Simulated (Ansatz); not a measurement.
Isolated molecules relaxed with PBE0-D4/def2-TZVP in Ansatz; ΔE leaves out vibrations. CBS: MP2 limit from def2 TZ/QZ plus the TZ coupled-cluster correction, frozen cores. One conformer a species, not always the lowest.

Reaction (substitution at a C–B bond): `C[SiH2]B(C)C` + `OB([SiH3])Cl` → `COB([SiH3])Cl` + `CB[SiH2]C`

`C[SiH2]B(C)C`:

Z-matrix (Å, degrees):
```
C
Si 1 1.880
H 1 1.093 2 110.7
H 1 1.092 2 111.5 3 120.2
H 1 1.093 2 110.8 3 -119.6
B 2 2.030 1 115.1 3 58.1
H 2 1.498 1 109.0 3 -62.7
H 2 1.496 1 109.3 3 -177.7
C 6 1.562 2 120.9 1 -13.7
C 6 1.562 2 118.9 1 167.3
H 9 1.094 6 114.6 2 161.9
H 9 1.103 6 104.8 2 -82.0
H 9 1.093 6 115.1 2 33.3
H 10 1.094 6 114.1 2 153.6
H 10 1.092 6 115.8 2 24.7
H 10 1.103 6 104.4 2 -91.2
```

`OB([SiH3])Cl`:

Z-matrix (Å, degrees):
```
Si
B 1 2.023
H 1 1.488 2 109.2
H 1 1.488 2 109.2 3 -118.0
H 1 1.486 2 112.1 3 121.0
Cl 2 1.779 1 119.0 3 59.3
O 2 1.343 1 121.8 3 -120.7
H 7 0.965 2 113.9 1 180.0
```

`COB([SiH3])Cl`:

```xyz
11

C    -1.316    1.472   -0.850
O    -0.797    0.413   -0.063
B     0.442   -0.082   -0.103
Si    0.981   -1.605    1.114
Cl    1.667    0.570   -1.221
H    -2.137    1.079   -1.453
H    -0.554    1.903   -1.500
H    -1.704    2.237   -0.176
H     1.444   -2.759    0.294
H     2.115   -1.176    1.977
H    -0.140   -2.053    1.982
```

`CB[SiH2]C`:

Cartesian coordinates in Å:
```
C 1.180 0.520 -1.523
B 0.489 -0.779 -1.029
Si -0.682 -0.907 0.610
C -0.930 0.710 1.534
H 1.328 0.573 -2.604
H 0.767 1.460 -1.153
H 2.198 0.440 -1.098
H 0.708 -1.797 -1.630
H -0.107 -1.928 1.539
H -2.012 -1.439 0.180
H -1.384 1.463 0.885
H -1.580 0.576 2.401
H 0.025 1.107 1.888
```

```json
{"species": "`C[SiH2]B(C)C`", "MP2/def2-QZVPP energy (Eh)": "-434.52054"}
{"species": "`OB([SiH3])Cl`", "MP2/def2-QZVPP energy (Eh)": "-851.19564"}
{"species": "`COB([SiH3])Cl`", "MP2/def2-QZVPP energy (Eh)": "-890.40988"}
{"species": "`CB[SiH2]C`", "MP2/def2-QZVPP energy (Eh)": "-395.26580"}
```

(1) Work out ΔE.

Largest T1 diagnostic among the species: 0.013.

## Answers

(1) ΔE = (-890.40988) + (-395.26580) − (-434.52054) − (-851.19564) = 0.04050 Eh = +106.3 kJ/mol. CCSD(T)/CBS gives +101.5 kJ/mol.

In def2-TZVPP, CCSD(T) changes the Hartree–Fock value by +12.3 kJ/mol (the triples alone add +0.6 kJ/mol) and MP2 by +18.2 kJ/mol.
